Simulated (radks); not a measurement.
Ho XLVI, configuration [Ar] 3d4. Calculated with a radial shooting solver on a logarithmic mesh with Libxc functionals: scalar-relativistic Kohn-Sham, r2SCAN, spin-polarised, spherical densities, finite nucleus; open shells are filled with parallel spins first (spin-orbit coupling, left out, can overturn this in heavy ions); meta-GGA in the generalised Kohn-Sham scheme; Fermi nuclear charge, rms radius 5.2022 fm.

Normalised radial functions P(r) = r R(r), r in bohr:

```
   r/bohr * 2p down, o 3s up, + 3d up (the largest magnitude, 3.5, reaches the edge; | marks zero, & curves that meet)
0.0007472                             & o
0.0008358                             & o
0.0009274                             & o
 0.001037                             & o
 0.001151                             & o
 0.001287                             & o
  0.00144                             &  o
 0.001598                             &  o
 0.001787                             &  o
 0.001983                             &  o
 0.002218                             &   o
 0.002461                             &   o
 0.002753                             +*  o
 0.003079                             +*   o
 0.003417                             +*   o
 0.003821                             +*   o
  0.00424                             +*   o
 0.004743                             +*    o
 0.005305                             + *   o
 0.005886                             + *   o
 0.006584                             + *    o
 0.007306                             +  *   o
 0.008171                             +  *   o
  0.00914                             +   *  o
  0.01014                             +    * o
  0.01134                             +     *o
  0.01259                             +     o*
  0.01408                             +     o *
  0.01562                             +    o   *
  0.01747                             +   o     *
  0.01954                             |+ o        *
  0.02169                             |+o          *
  0.02426                             |&             *
  0.02691                            o|+               *
   0.0301                          o  | +                *
  0.03367                        o    | +                  *
  0.03736                       o     |  +                   *
  0.04179                     o       |  +                    *
  0.04637                   o         |   +                     *
  0.05186                  o          |    +                     *
  0.05755                  o          |     +                    *
  0.06437                  o          |       +                  *
    0.072                   o         |        +                *
  0.07989                     o       |          +             *
  0.08936                        o    |            +         *
  0.09915                           o |             +      *
   0.1109                             | o             + *
    0.124                             |      o       * +
   0.1376                             |          o*     +
    0.154                             |        *     o  +
   0.1708                             |      *         o+
   0.1911                             |   *             +o
   0.2137                             |  *            +  o
   0.2371                             | *            +  o
   0.2652                             |*          +   o
   0.2943                             *         +  o
   0.3292                             *       + o
   0.3653                             *    + o
   0.4086                             *   &
    0.457                             * +o
   0.5071                             *&
   0.5672                             *&
   0.6293                             &
   0.7039                             &
```

2p down: eigenvalue -10824.5 eV, 0 radial nodes, <r> = 0.0774 bohr, 90 % of the charge inside 0.126 bohr. 3s up: eigenvalue -4374.1 eV, 2 radial nodes at r = 0.0253, 0.105 bohr, <r> = 0.218 bohr, 90 % of the charge inside 0.317 bohr. 3d up: eigenvalue -3692.8 eV, 0 radial nodes, <r> = 0.191 bohr, 90 % of the charge inside 0.292 bohr.
